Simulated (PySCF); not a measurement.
SMILES C[Si](C)(C)C[SiH](F)F (GFN2-xTB optimised geometry):

```
20

Si     2.444    -0.145    -1.613
F      3.943     0.371    -1.363
F      1.753     1.186    -2.177
C      1.643    -0.675     0.000
Si    -0.279    -0.675     0.000
C     -0.913     1.120     0.000
C     -0.871    -1.585     1.570
C     -0.892    -1.594    -1.554
H      2.505    -1.079    -2.713
H      1.988    -0.015     0.796
H      1.996    -1.671     0.265
H     -1.996     1.159    -0.063
H     -0.513     1.671    -0.845
H     -0.619     1.646     0.903
H     -1.954    -1.589     1.634
H     -0.541    -2.620     1.579
H     -0.493    -1.114     2.472
H     -0.469    -2.592    -1.621
H     -1.972    -1.698    -1.552
H     -0.615    -1.058    -2.456
```

Computed with PySCF with CAM-B3LYP/def2-SVP.

Q: What are the frontier orbital energies and the dipole moment?

A: HOMO-2 -10.06 eV, HOMO-1 -9.98 eV, HOMO -9.76 eV, LUMO 1.99 eV, LUMO+1 2.34 eV; dipole moment 2.75 D.

On the same geometry PBE/def2-SVP (PySCF) gives HOMO-2 -7.34 eV, HOMO-1 -7.26 eV, HOMO -7.05 eV, LUMO 0.14 eV, LUMO+1 0.57 eV; dipole moment 2.59 D.

Meta-Löwdin charges at CAM-B3LYP/def2-SVP: Si1 1.27, F2 -0.47, F3 -0.48, C4 -0.69, Si5 0.92, C6 -0.55, C7 -0.54, C8 -0.55, H9 -0.14, H10 0.13, H11 0.12, H12 0.11, H13 0.12, H14 0.11, H15 0.11, H16 0.11, H17 0.11, H18 0.11, H19 0.11, H20 0.11.
